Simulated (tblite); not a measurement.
C7H12Ge.
Numbering: `[CH:1]#[C:2][GeH:3]1[CH2:4][CH2:5][CH2:6][CH2:7][CH2:8]1` (hydrogens: H9 on C1; H10 on Ge3; H11, H12 on C4; H13, H14 on C5; H15, H16 on C6; H17, H18 on C7; H19, H20 on C8)

Computed with GFN2-xTB (tblite), gas phase: L-BFGS steps from a force-field or distance-geometry start until the largest atomic force falls under 0.01 eV/Å.

Geometry at step 2:
```
atom  x, y, z in Å
C1      3.1729    1.7437    0.0084
C2      2.4163    0.7954   -0.0937
Ge3     1.2509   -0.7033   -0.2357
C4     -0.0871   -0.3421   -1.6326
C5     -1.0953    0.7105   -1.1411
C6     -1.8113    0.2959    0.1654
C7     -0.9022    0.2994    1.4036
C8      0.1497   -0.8170    1.4009
H9      3.8125    2.5561    0.0907
H10     2.0197   -1.9775   -0.4904
H11    -0.5940   -1.2634   -1.8643
H12     0.4226    0.0217   -2.5263
H13    -1.8387    0.8581   -1.9122
H14    -0.5811    1.6598   -0.9791
H15    -2.2536   -0.7063    0.0341
H16    -2.6333    0.9833    0.3406
H17    -1.5093    0.1901    2.2900
H18    -0.3955    1.2736    1.4667
H19     0.7895   -0.7354    2.2684
H20    -0.3380   -1.7811    1.4036
```

Problem. What forces act on the atoms?

Solution. 
| atom | Fx (eV/Å) | Fy (eV/Å) | Fz (eV/Å) |
| --- | --- | --- | --- |
| C1 | -1.311 | -1.635 | -0.180 |
| C2 | 1.095 | 1.038 | 0.103 |
| Ge3 | -0.204 | 0.088 | 0.132 |
| C4 | 0.168 | 0.608 | 0.190 |
| C5 | 0.211 | -0.486 | 0.509 |
| C6 | 0.349 | -0.334 | -0.256 |
| C7 | 0.372 | 0.054 | -0.437 |
| C8 | 0.008 | 0.418 | -0.429 |
| H9 | 0.354 | 0.495 | 0.053 |
| H10 | 0.179 | 0.052 | -0.015 |
| H11 | -0.253 | -0.291 | -0.221 |
| H12 | -0.213 | -0.046 | -0.128 |
| H13 | -0.286 | 0.109 | -0.241 |
| H14 | 0.023 | 0.007 | 0.030 |
| H15 | 0.193 | 0.228 | 0.027 |
| H16 | -0.120 | 0.179 | 0.025 |
| H17 | -0.305 | 0.008 | 0.331 |
| H18 | -0.073 | -0.165 | -0.037 |
| H19 | -0.024 | -0.048 | 0.376 |
| H20 | -0.162 | -0.277 | 0.168 |

The largest, 2.10 eV/Å, acts on C1; the rms over all components is 0.413 eV/Å. The forces sum to zero within rounding, as they must for an isolated molecule in no field.

Problem. Give the force on C1 in Eh/bohr and in nN.

Solution. 2.103 eV/Å ÷ 51.422 = 0.04090 Eh/bohr, and 2.103 eV/Å × 1.602 = 3.37 nN.

Problem. How far is this geometry from the end of the optimisation?

Solution. 0.075 eV above it, and 0.041 Å rms away after alignment. The bonds farthest from their final lengths, with half the difference of the two atoms' forces along the bond (positive lengthens):

```csv
bond,now (Å),final (Å),force along bond (eV/Å)
C5–C6,1.546,1.529,-0.38
C1–H9,1.037,1.053,+1.36
C4–H11,1.077,1.092,+0.53
C7–H17,1.080,1.095,+0.51
C1≡C2,1.217,1.203,-1.80
C5–H13,1.081,1.095,+0.48
```

The angle farthest from its final value is C2–Ge3–H10, 111.4° against 106.4°.

Of the 6 listed bonds off by 0.010 Å or more, this force points towards the final length in 6.

What follows is the cost of the whole relaxation. On one thread of an Intel Xeon (shared host), this took 0.4 s wall.
